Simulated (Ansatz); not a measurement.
H4O2SiSn (`[OH][Sn][O][SiH3]`). Total charge 0; spin multiplicity 1. Sn takes the def2 core potential.

Cartesian coordinates in Å:
```
O 0.744 -1.193 -2.014
Sn -0.876 -1.902 -1.143
O -0.972 -0.589 0.347
Si -0.203 0.710 0.957
H 1.150 -0.425 -1.600
H 0.230 0.453 2.357
H 1.018 1.043 0.159
H -1.092 1.903 0.937
```

(1) List the harmonic frequencies (cm⁻¹, unscaled) at PBE0-D4/def2-TZVP in Ansatz. (Estimate.)

(2) Is this a minimum?

(3) Give the ideal-gas thermochemistry at 298.15 K and 1 bar (rigid rotor, harmonic oscillator; point group Cs, symmetry number 1).

(4) Rotational constants (cm⁻¹)?

Results:

(1) Computed: 65, 83, 94, 204, 420, 434, 604, 707, 724, 765, 952, 956, 984, 996, 2161, 2214, 2217, 3851.

(2) Yes, all 18 modes are real.

(3) Zero-point energy 110.2 kJ/mol; H(298) − E = 130.8 kJ/mol; entropy 361.0 J/(mol·K), of which translation 173.8, rotation 115.1, vibration 72.1; G(298) − E = 23.2 kJ/mol. Modes under 100 cm⁻¹ are hindered rotations or soft bends, so the harmonic entropy is rough.

(4) 0.2367, 0.05165, 0.04304.
